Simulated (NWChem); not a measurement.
Species: CH$_{4}$Se$_{2}$; SMILES [SeH]C[SeH]

```xyz
7

Se     0.0922    -0.0620     1.6736
C     -0.8951     0.0964     0.0000
Se     0.0922    -0.0620    -1.6736
H      0.8089     1.2121     1.5130
H     -1.5990    -0.7477     0.0000
H     -1.4839     1.0216     0.0000
H      0.8089     1.2121    -1.5130
```
Atoms are numbered in this order, from 1.

Level: PBE0/def2-SVP (NWChem), optimised geometry, unscaled harmonic frequencies. This build's default masses of Se (78.918 u) and Br (79.917 u) are each other's, which moves their modes by up to 0.6 %.

Question: List the harmonic frequencies with IR intensities, and the thermochemistry.

Answer: 
```csv
frequency (cm⁻¹),IR intensity (km/mol)
143,9.9
161,1.1
217,10.8
525,0.5
648,3.2
658,17.3
769,4.6
935,22.8
1131,31.0
1187,15.3
1398,3.0
2456,0.3
2456,35.7
3120,1.2
3200,1.4
```

| Quantity | Value |
|---|---|
| zero-point energy | 27.2 kcal/mol |
| thermal correction to the enthalpy at 298.15 K (with zero-point energy) | 31.1 kcal/mol |
| heat capacity Cv | 16.3 cal/(mol K) |
| entropy at 298.15 K and 1 atm (symmetry number 1) | 77.3 cal/(mol K) |
| dipole moment | 1.27 D |

Rigid rotor and harmonic oscillator.
